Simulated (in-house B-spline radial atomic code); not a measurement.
I²⁺. Computed with a B-spline radial atomic code. Model: all-electron spherical atom, spin shells full or empty, radial basis limit, no spin-orbit coupling: exact exchange with a local potential (Slater, KLI or optimised effective potential, whose far tail is KLI's), no correlation.

Exchange potential has not reached -1/r at the last radius.

The run also made RPA and GW results, which its time includes.

The Slater potential averages the orbital exchange potentials with the orbital densities as weights, KLI adds orbital constants, and the optimised effective potential minimises the exact-exchange energy among local potentials. So their energies lie above Hartree-Fock in the order OEP, KLI, Slater. All fall off as −1/r, unlike LDA and GGA exchange.

Command:
```bash
python run_gw.py task.json out
```
Settings (lengths in bohr, energies in hartree):
```
Z                      53
electrons              51
configuration          [Kr] 4d10 5s2 5p3
hamiltonian            nr
method                 kli
lmax                   9
spin_polarised         True
box_radius             17.55
intervals              77
```

Time taken, with all properties: 17 s on 1 thread of Arm Neoverse N1, on a shared host.

Given: hamiltonian non-relativistic; mean-field start exchange-only KLI.

Computed: energy above Hartree-Fock 22.248 millihartree; virial ratio -E/T less 1 0.000269.

| radius (bohr) | r times exchange potential up (hartree bohr) | r times exchange potential down (hartree bohr) |
| --- | --- | --- |
| 0.000943 | -0.039403 | -0.039346 |
| 0.00119 | -0.04966 | -0.049589 |
| 0.0015 | -0.062477 | -0.062387 |
| 0.0019 | -0.078895 | -0.07878 |
| 0.00239 | -0.098791 | -0.098646 |
| 0.00302 | -0.12394 | -0.12376 |
| 0.00381 | -0.15468 | -0.15445 |
| 0.00481 | -0.19213 | -0.19184 |
| 0.00607 | -0.23668 | -0.23631 |
| 0.00766 | -0.28829 | -0.28782 |
| 0.00967 | -0.34577 | -0.34518 |
| 0.0122 | -0.40567 | -0.40491 |
| 0.0154 | -0.46254 | -0.46157 |
| 0.0194 | -0.50759 | -0.50633 |
| 0.0245 | -0.53284 | -0.53117 |
| 0.0309 | -0.5362 | -0.53394 |
| 0.039 | -0.54268 | -0.53955 |
| 0.0493 | ? | ? |
| 0.0622 | -0.7322 | -0.72741 |
| 0.0785 | -0.86373 | -0.85833 |
| 0.099 | -0.94039 | -0.93444 |
| 0.125 | -0.93791 | -0.93121 |
| 0.158 | -0.94249 | -0.93337 |
| 0.199 | -1.106 | -1.0925 |
| 0.251 | -1.3063 | -1.2894 |
| 0.317 | -1.3395 | -1.3211 |
| 0.4 | -1.1285 | -1.1092 |
| 0.505 | ? | ? |
| 0.637 | -1.2415 | -1.1998 |
| 0.804 | -1.4225 | -1.3879 |
| 1.01 | -1.3605 | -1.3337 |
| 1.28 | -1.1784 | -1.102 |
| 1.62 | -1.2153 | -0.91078 |
| 2.04 | -1.3671 | -0.91118 |
| 2.57 | -1.4081 | -0.96599 |
| 3.25 | -1.3393 | -0.99261 |
| 4.1 | -1.2345 | -0.99919 |

(1) What belongs in the row 0.0493?

(2) What belongs in the row 0.505?

```csv
occupied,level (hartree),Hartree-Fock level (hartree)
1s up,-1163.5,-1177.9
1s down,-1163.5,-1177.9
2s up,-176.22,-181.69
2s down,?,?
2p up,-165.64,-170.41
2p down,-165.58,-170.4
3s up,-36.355,-38.678
3s down,-36.296,-38.669
3p up,-31.917,-33.867
3p down,-31.856,-33.853
3d up,-23.679,-25.028
3d down,-23.619,-25.022
4s up,-7.0485,-7.9912
4s down,-6.9963,-7.9662
4p up,-5.4954,-6.2199
4p down,-5.4424,-6.1901
4d up,-2.8488,-3.1424
4d down,-2.7891,-3.1227
5s up,?,?
5s down,-1.3012,-1.3015
5p up,-1.1061,-1.1084
```

(3) What belongs in the row 2s down?

(4) What belongs in the row 5s up?

| empty | level (hartree) |
| --- | --- |
| 5p down | -0.94445 |
| 5d up | ? |
| 6s up | -0.56841 |
| 6s down | -0.50958 |
| 5d down | -0.50555 |
| 6p up | -0.46241 |
| 6p down | -0.41592 |
| 4f up | -0.38987 |

(5) What belongs in the row 5d up?

Answers

(1) r times exchange potential up (hartree bohr): -0.60578; r times exchange potential down (hartree bohr): -0.60171.

(2) r times exchange potential up (hartree bohr): -0.97054; r times exchange potential down (hartree bohr): -0.93719.

(3) level (hartree): -176.16; Hartree-Fock level (hartree): -181.69.

(4) level (hartree): -1.465; Hartree-Fock level (hartree): -1.5965.

(5) level (hartree): -0.62036.

The highest level, 5p up, differs from Hartree-Fock by +0.063 eV and the deepest, 1s up, by +392 eV: a local potential can match the highest level but can't give each shell its own exchange.
